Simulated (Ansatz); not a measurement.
Task: Predict a relaxed structure of MoBr₄, charge 0, triplet, at PBE-D4/def2-SVP (Ansatz).

Result: 
```xyz
5

Mo    0.000    0.000    0.000
Br   -2.037    0.551    1.131
Br   -0.151    0.677   -2.292
Br    0.360   -2.364    0.112
Br    1.828    1.136    1.049
```
Point group Td (tolerance 0.1 Å). The metal has 4 neighbours: Br 2.39 Å, Br 2.39 Å, Br 2.39 Å, Br 2.39 Å. This is one stationary point.

In the def2 sets Mo takes a core potential; there is no spin–orbit coupling.
